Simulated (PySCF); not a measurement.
C5H4F2, SMILES C1(C=CC=C1)(F)F.

Geometry optimised at PBE0-D3(BJ)/def2-SVP. One conformer was computed; it need not be the lowest.

Vertical ionisation energy (IE) and electron affinity (EA) in eV. Rows of orbital energies are one-electron estimates. Where ΔSCF, EOM or ADC give a negative EA the extra electron is unbound and the value depends on the basis.

```
level                                           IE    EA
--------------------------------------------  ----  ----
−ε(HOMO), −ε(LUMO), r2SCAN/def2-TZVP (PySCF)     …     …
−ε(HOMO), −ε(LUMO), PBE/def2-TZVP (PySCF)     5.94  2.81
```

### Question
What belongs in the gaps? (Estimate from the structure and the level; the computed values follow.)

### Answer

- −ε(HOMO), −ε(LUMO), r2SCAN/def2-TZVP (PySCF), IE: 6.11
- −ε(HOMO), −ε(LUMO), r2SCAN/def2-TZVP (PySCF), EA: 2.69
